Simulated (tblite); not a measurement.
**Question.** What does the GFN2-xTB structure of InChI=1S/H7P3Si/c1-3(2)4/h1-2H2,4H3 look like in three dimensions?

**Answer.** 
Z-matrix in Å and degrees, rows numbered from 1:
```
Si
P   1  2.2600
P   2  2.1673  1   97.50
P   2  2.1667  1   96.72  3    97.60
H   1  1.4645  2  105.05  3  -175.18
H   1  1.4640  2  105.82  3    66.56
H   1  1.4641  2  112.07  3   -54.63
H   3  1.3911  2   92.85  1   -81.08
H   3  1.3948  2   93.80  1  -173.29
H   4  1.3909  2   92.84  1    78.22
H   4  1.3943  2   94.11  1   170.56
```

P3 (three-coordinate phosphorus) is pyramidal (angles 93.8°, 92.8° and 92.0°, sum 278.7°, 0.85 Å off the plane of its three neighbours). P2 (three-coordinate phosphorus) is pyramidal (angles 97.5°, 96.7° and 96.6°, sum 290.8°, 1.10 Å off the plane of its three neighbours). Si1 (SiH3 silicon) is distorted tetrahedral (angles from 105.1° to 112.1°).

The geometry is computed with GFN2-xTB (gas phase).

Point group: near Cs, missed by 0.28 Å at most; the miss may be what the optimiser left on a soft mode. Its GFN2-xTB frequencies are all real (lowest 69 cm⁻¹). The numbers are those of one conformer (Si1–P2–P3–H -81° and -173°, Si1–P2–P4–H 78° and 171°).
